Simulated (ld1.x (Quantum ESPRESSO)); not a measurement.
**Before and after: TM potential for hafnium (Hf)**

ld1.x (Quantum ESPRESSO) 7.5 input, shortened:

```
&input
   title='Hf', zed=72., rel=1, dft='PBE', iswitch=3,
   config='[Xe] 4f14 5d2 6s2 6p0'
 /
 &inputp
   pseudotype=2, tm=.true., lloc=2,
   nlcc=.false.
 /
3
6S  1  0   2.00   0.00  2.25  2.25  0.0
6P  2  1   0.00   0.00  4.20  4.20  0.0
5D  3  2   2.00   0.00  3.05  3.05  0.0
 &test
   configts(1)='5d2 6s2 6p0'
 /
```

Change: wave 6s (bound): rc 2.25 bohr becomes 6s (bound): rc 2.02 bohr.

Cutoffs: the cutoffs (Ry, on a coarse ladder) from which the occupation-weighted sum of valence levels, in a spherical-Bessel basis at the reference potential, stays within 10 and 1 mRy of its value at 400 Ry; they do not see the model core or the augmentation charge, which bear on the density cutoff. Errors are all-electron minus pseudo energies relative to the spin-unpolarised reference configuration.

Q: Predict the effect on cutoff, ghosts and configuration errors.

A: The potential gets harder (18 Ry and 30 Ry → 21 Ry and 55 Ry); both files keep a bound ghost (s); of the 7 tests that both files solve, the error grows in 5 and shrinks in 0 by more than 15 % and 0.3 meV (median size 64.5 → 61.7 meV). A smaller radius makes the pseudo-wave follow the all-electron one further in, where it bends more sharply, so more plane waves are needed. That the errors move this way runs against the usual rule that smaller radii transfer better.

| quantity | base | changed |
| --- | --- | --- |
| cutoff, loose | 18 Ry | 21 Ry |
| cutoff, tight | 30 Ry | 55 Ry |
| loose cutoff by channel (10 mRy a level) | s 10 Ry, d 18 Ry | s 18 Ry, d 18 Ry |
| bound ghosts | s | s |
| error for 5d2 6s1 6p0, meV [ΔE 7.98 eV] | +5.7 | +25 |
| error for 5d2 6s0 6p0, meV [ΔE 22.16 eV] | +142 | +271 |
| error for 5d1 6s0 6p0, meV [ΔE 43.95 eV] | +303 | +338 |
| error for 5d1 6s2 6p1, meV [ΔE 1.96 eV] | +65 | +56 |
| error for 5d2.5 6s1.5 6p0, meV [ΔE 1.26 eV] | +7.5 | +15 |
| error for 5d2 6s0 6p1, meV [ΔE 12.65 eV] | +136 | +255 |
| error for 5d3 6s1 6p0, meV [ΔE 2.59 eV] | +30 | +62 |
| s: phases at 4.56 bohr within 0.05 rad from the reference energy up to (Ry; the scan ends near 5) | 0.8 | 0.7 |
| p: phases at 4.56 bohr within 0.05 rad from the reference energy up to (Ry; the scan ends near 5) | 0.1 | 0.1 |
| d: phases at 4.56 bohr within 0.05 rad from the reference energy up to (Ry; the scan ends near 5) | 0.5 | 0.5 |

Base: These tests converged, but a pseudo level misses the all-electron one widely, so the file describes the atom poorly there or has found another state: 5d1 6s0 6p0: empty 6p by 5.2 eV. Changed file: These tests converged, but a pseudo level misses the all-electron one widely, so the file describes the atom poorly there or has found another state: 5d1 6s0 6p0: empty 6p by 5.2 eV. A true bound ghost makes a file unfit for plane-wave use even where its test errors are small: the radial tests pick states by their node count and pass the ghost by.
